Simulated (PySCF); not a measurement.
C2H8Sn, SMILES [CH3][SnH2][CH3].

Geometry: r2SCAN-D4/def2-SVP. The structure was generated by enumeration; whether it is a known compound was not checked. The def2 effective core potentials stand for the cores of Sn; spin–orbit coupling is left out.

Two levels are set side by side: PBE/def2-TZVP (PySCF) and PBE0/def2-TZVP (PySCF). Same geometry, gas phase. Differences are taken from unrounded values.

```tsv
quantity	PBE0	PBE	PBE minus PBE0
orbital gap (eV)	8.50	6.63	-1.86
highest occupied level (eV)	-8.01	-6.85	1.17
lowest empty level (eV)	0.48	-0.21	-0.70
dipole moment (D)	0.75	0.78	0.03
mean polarisability (bohr³)	66.9	68.9	2.0
```

PBE's occupied levels lie high since its potential decays too fast outside the molecule; exact exchange lowers them and widens the gap. Differences between two approximate levels are no errors against the true value.

Rough cost on one machine, each run with all the roots and properties that it gave: PBE0 against PBE within a factor of 2.
